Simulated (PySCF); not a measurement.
## Ionisation energy of P(2+) by level of theory

P(2+) [Ne] 3s2 3p1 (2P) → P(3+) [Ne] 3s2 (1S), as a difference of total energies. Calculation: PySCF 2.14, in aug-cc-pVTZ-DK (6s5p3d2f, 50 functions); scalar relativity by spin-free X2C-1e. Correlated levels: valence: [Ne] frozen. The calculations carry no spin-orbit coupling.

Q: Order these methods by the ionisation energy they give, lowest first.
A. PBE
B. wB97M-V
C. LDA
D. MP2 (valence)

A: B (29.800 eV), D (29.864 eV), C (30.190 eV), A (30.225 eV).

A first-order spin-orbit estimate (lowest level to lowest level, LS coupling) adds 0.041 eV.

Errors of the correlated levels include the incompleteness of this basis and the frozen core.

For comparison: 30.203 eV (measured; NIST Atomic Spectra Database, ionization energies).
